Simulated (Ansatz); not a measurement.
`[SiH3]B[CH2][SnH3]` + HCl → `[SiH3]BCl` + `[CH3][SnH3]`  (ligand exchange at a B–C bond)

Calculated with Ansatz (gas phase, PBE0-D4/def2-TZVP geometries, no zero-point term in ΔE). CCSD(T)/CBS is the MP2 limit (def2-TZVPP, def2-QZVPP) plus CCSD(T) − MP2 in def2-TZVPP, frozen cores. This one scheme is used for every species. DFT in def2-TZVPP. HSE06 is defined as in plane-wave codes. def2 core potentials past Kr. For Sn outer-core shells are correlated without core-valence functions, which leaves a few kJ/mol of doubt a bond. Each species was taken in one conformer, which may not be the lowest.

```tsv
level	ΔE (kJ/mol)
LDA (SPW92)	-45.0
CAM-B3LYP-D4	-59.9
PBE-QIDH	-54.9
PBE0	-57.9
r2SCAN0	-57.5
HSE06	-57.8
CCSD(T)/def2-SVP	-63.3
HF/def2-TZVPP	-80.1
```

(1) What does CCSD(T)/CBS give? (Best estimate.)

Largest T1 diagnostic among the species: 0.014.

## Answers

(1) Computed: -49.9 kJ/mol. The listed levels differ from it by 4.9, -10.0, -5.0, -8.0, -7.6, -7.9, -13.4, -30.2 kJ/mol.

The D4 term adds +10.8 kJ/mol with B3LYP and +6.1 kJ/mol with PBE0; it sums over pairs of atoms, weighted by their polarisabilities, and B3LYP, whose exchange is more repulsive, gets the larger term. In def2-TZVPP, CCSD(T) changes the Hartree–Fock value by +27.7 kJ/mol (the triples alone add +3.4 kJ/mol) and MP2 by +29.8 kJ/mol. At CCSD(T), def2-SVP lies −13.4 kJ/mol from the extrapolated value and def2-TZVPP −2.5 kJ/mol.

B3LYP here is the variant with VWN-RPA as its local correlation; programs differ in this.
